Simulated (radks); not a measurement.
The mean radii <r> (bohr) of the occupied orbitals of an atom or ion are listed with their occupations. All-electron calculation, non-relativistic Kohn-Sham, LB94 model potential, spin-polarised, spherical densities, point nucleus. Program: a radial shooting solver on a logarithmic mesh with Libxc functionals.

orbital  occ.      <r>
1s down     1  0.03235
1s up       1  0.03235
2s up       1   0.1393
2s down     1   0.1392
2p down     3   0.1188
2p up       3   0.1189
3s up       1   0.3542
3s down     1   0.3551
3p up       3   0.3411
3p down     3   0.3420
3d up       3   0.3025

Name the element and its charge. Open shells, if any, are filled with parallel spins first.

Answer. Z = 47, silver, charge +26: Ag26+ in [Ar] 3d3. The 1s radius gives Z: for a bare nucleus <r> = 1.5/Z, 0.03191 bohr for Z = 47, and screening makes it slightly larger (0.03235 here). The occupations add up to 21, and the charge is Z minus that.
